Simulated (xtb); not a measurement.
A run for xtb: GFN1-xTB on AsH, 2S+1 = 3, a spin state set in the input, which need not be the lowest, a point of a bond scan (R = 1.577 Å).

```
$ xtb mol.xyz --gfn 1 --sp --chrg 0 --uhf 2
2

H      0.00000000     0.00000000     0.00000000
As     0.00000000     0.00000000     1.57716000
```

It printed:

```
[...]
           -------------------------------------------------
          |                Calculation Setup                |
           -------------------------------------------------



           -------------------------------------------------
          |                 G F N 1 - x T B                 |
           -------------------------------------------------

        Reference                      10.1021/acs.jctc.7b00118
      * Hamiltonian:
        H0-scaling (s, p, d)           1.850000    2.250000    2.000000
        zeta-weighting                 0.000000
      * Dispersion:
        s8                             2.400000
        a1                             0.630000
        a2                             5.000000
        s9                             0.000000
      * Repulsion:
        kExp                           1.500000
        rExp                           1.000000
      * Coulomb:
        alpha                          2.000000
        third order                    atomic
        anisotropic                    false
      * Halogen bond correction:
        rad-scale                      1.300000
        damping                        0.440000


          ...................................................
          :                      SETUP                      :
          :.................................................:
          :  # basis functions                  12          :
          :  # atomic orbitals                  11          :
          :  # shells                            5          :
          :  # electrons                         6          :
          :  # halogen bonds                     0          :
          :  max. iterations                   250          :
          :  Hamiltonian                  GFN1-xTB          :
          :  restarted?                      false          :
          :  GBSA solvation                  false          :
          :  PC potential                    false          :
          :  electronic temp.          300.0000000     K    :
          :  accuracy                    1.0000000          :
          :  -> integral cutoff          0.2500000E+02      :
          :  -> integral neglect         0.1000000E-07      :
          :  -> SCF convergence          0.1000000E-05 Eh   :
          :  -> wf. convergence          0.2000000E-04 e    :
          :  Broyden damping             0.4000000          :
          :  net charge                          0          :
          :  unpaired electrons                  2          :
          ...................................................

 iter      E             dE          RMSdq      gap      omega  full diag
   1     -2.7591522 -0.275915E+01  0.357E+00    3.99       0.0  T
   2     -2.7900719 -0.309196E-01  0.595E-01    4.39       1.0  T
   3     -2.7901841 -0.112202E-03  0.301E-01    4.36       1.0  T
   4     -2.7901836  0.447213E-06  0.149E-02    4.36       4.7  T
   5     -2.7901841 -0.447277E-06  0.140E-04    4.36     505.9  T
   6     -2.7901841 -0.406324E-10  0.729E-05    4.36     969.8  T

   *** convergence criteria satisfied after 6 iterations ***

         #    Occupation            Energy/Eh            Energy/eV
      -------------------------------------------------------------
         1        2.0000           -0.6781587             -18.4536
         2        2.0000           -0.4440943             -12.0844
         3        1.0000           -0.3262218              -8.8769
         4        1.0000           -0.3262218              -8.8769 (HOMO)
         5                         -0.1659525              -4.5158 (LUMO)
         6                         -0.0673871              -1.8337
         7                         -0.0673871              -1.8337
         8                         -0.0673871              -1.8337
         9                         -0.0673871              -1.8337
       ...                                ...                  ...
        11                          0.5187727              14.1165
      -------------------------------------------------------------
                  HL-Gap            0.1602693 Eh            4.3611 eV
             Fermi-level           -0.3156226 Eh           -8.5885 eV

 transition dipole moment (au) for excitation:           3           4
     X       Y       Z
   0.0000  -0.0000   0.0000  total (au/Debye):    0.000   0.000
 dE (eV)             :    0.000
 oscillator strength :  0.37388E-46

 SCC (total)                   0 d,  0 h,  0 min,  0.003 sec
 SCC setup                      ...        0 min,  0.000 sec (  3.972%)
 Dispersion                     ...        0 min,  0.000 sec (  1.890%)
 classical contributions        ...        0 min,  0.000 sec (  1.276%)
 integral evaluation            ...        0 min,  0.001 sec ( 18.712%)
 iterations                     ...        0 min,  0.001 sec ( 36.704%)
 molecular gradient             ...        0 min,  0.000 sec (  9.476%)
 printout                       ...        0 min,  0.001 sec ( 27.328%)

         :::::::::::::::::::::::::::::::::::::::::::::::::::::
         ::                     SUMMARY                     ::
         :::::::::::::::::::::::::::::::::::::::::::::::::::::
         :: total energy              -2.787568078860 Eh    ::
         :: gradient norm              0.019623875075 Eh/a0 ::
         :: HOMO-LUMO gap              4.361149925640 eV    ::
         ::.................................................::
         :: SCC energy                -2.790184072849 Eh    ::
         :: -> electrostatic           0.000851652287 Eh    ::
         :: repulsion energy           0.002766230254 Eh    ::
         :: dispersion energy         -0.000150236265 Eh    ::
         :: halogen bond corr.         0.000000000000 Eh    ::
         :: add. restraining           0.000000000000 Eh    ::
         :: total charge               0.000000000000 e     ::
         :::::::::::::::::::::::::::::::::::::::::::::::::::::

           -------------------------------------------------
          |                Property Printout                |
           -------------------------------------------------

    * Orbital Energies and Occupations

         #    Occupation            Energy/Eh            Energy/eV
      -------------------------------------------------------------
         1        2.0000           -0.6781587             -18.4536
         2        2.0000           -0.4440943             -12.0844
         3        1.0000           -0.3262218              -8.8769
         4        1.0000           -0.3262218              -8.8769 (HOMO)
         5                         -0.1659525              -4.5158 (LUMO)
         6                         -0.0673871              -1.8337
         7                         -0.0673871              -1.8337
         8                         -0.0673871              -1.8337
         9                         -0.0673871              -1.8337
        10                         -0.0561288              -1.5273
        11                          0.5187727              14.1165
      -------------------------------------------------------------
                  HL-Gap            0.1602693 Eh            4.3611 eV
             Fermi-level           -0.3156226 Eh           -8.5885 eV

  Mulliken/CM5 charges         n(s)   n(p)   n(d)
     1H    -0.05078  0.00035   1.051  0.000  0.000
     2As    0.05078 -0.00035   1.937  2.984  0.028

Wiberg/Mayer (AO) data.
largest (>0.10) Wiberg bond orders for each atom

 ---------------------------------------------------------------------------
     #   Z sym  total        # sym  WBO       # sym  WBO       # sym  WBO
 ---------------------------------------------------------------------------
     1   1 H    1.005 --     2 As   1.005
Note: The following floating-point exceptions are signalling: IEEE_DENORMAL
normal termination of xtb
     2  33 As   1.005 --     1 H    1.005
 ---------------------------------------------------------------------------

Topologies differ in total number of bonds
Writing topology from bond orders to xtbtopo.mol

 dipole moment from electron density (au)
     X       Y       Z
   0.0000  -0.0000   0.0523  total (Debye):    0.133


           -------------------------------------------------
          | TOTAL ENERGY               -2.787568078860 Eh   |
          | GRADIENT NORM               0.019623875075 Eh/α |
          | HOMO-LUMO GAP               4.361149925640 eV   |
           -------------------------------------------------

------------------------------------------------------------------------
------------------------------------------------------------------------
 total:
 SCF:
```

The run finished.

Cost: about 0.05 core-seconds (a rough figure).
